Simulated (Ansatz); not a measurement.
Abridged output of a molecular run in Ansatz:

```
Functional definition: HF
778 factors; integrals over basis functions are off by at most 8.9e-4 eV
mean field evaluation 1: about -24456.2956 eV, gradient 3.9e1 eV
mean field evaluation 2: about -24456.3389 eV, gradient 3.9e1 eV
mean field evaluation 4: about -24459.8943 eV, gradient 4.0e0 eV
mean field evaluation 8: about -24459.9421 eV, gradient 2.4e-1 eV
mean field -24459.94249677 eV, -898.8863072116 hartree, gradient 7.9e-7 eV, S^2 0.000000; 0 other end points of the search recorded, 0 dependent functions left out
13 core orbitals not correlated: weight in the atoms' cores, before any rotation towards them, 1.000 or more for the frozen orbitals, at most 0.000 for the correlated occupied ones
reference -24459.94249677 eV, -898.8863072116 hartree; 14, 14 occupied and 56, 56 virtual orbitals, 778 factors
second order -18.99122500 eV of doubles, -0.00000000 eV of singles
cycle   1  -18.88532682 eV  change    1.1e-1 eV  update   1.4e-1
cycle   2  -19.46039565 eV  change   -5.8e-1 eV  update   4.5e-2
cycle   3  -19.62355792 eV  change   -1.6e-1 eV  update   2.4e-2
cycle   4  -19.62059343 eV  change    3.0e-3 eV  update   6.6e-3
cycle   5  -19.61517393 eV  change    5.4e-3 eV  update   4.2e-3
cycle   6  -19.61661368 eV  change   -1.4e-3 eV  update   1.6e-3
cycle   7  -19.61650448 eV  change    1.1e-4 eV  update   7.8e-4
cycle   8  -19.61621294 eV  change    2.9e-4 eV  update   2.6e-4
cycle   9  -19.61624843 eV  change   -3.5e-5 eV  update   1.1e-4
cycle  10  -19.61629550 eV  change   -4.7e-5 eV  update   3.3e-5
cycle  11  -19.61626514 eV  change    3.0e-5 eV  update   1.6e-5
perturbative correction -0.65345599 eV, -0.0240140645 hartree
Total energy: -24480.21221789 eV, -899.6312057236 hartree
```

Its atoms:

```xyz
6

O    -0.540    2.287   -0.013
C    -0.295    1.205   -0.196
S     0.098   -0.597    1.949
Si    0.140   -0.737   -0.008
F     1.479   -0.789   -0.866
H    -0.882   -1.369   -0.866
```

**Question.** Which basis set was used?
A. def2-TZVPPD
B. def2-SVP
C. cc-pV(Q+d)Z
D. def2-QZVPP

**Answer.** B. It gives 83 functions.

**Question.** Write the keys of the input that set method, charge and spin (a neutral closed shell needs none for the last two).

**Answer.** 
```yaml
correlation: {method: ccsd_t}
```
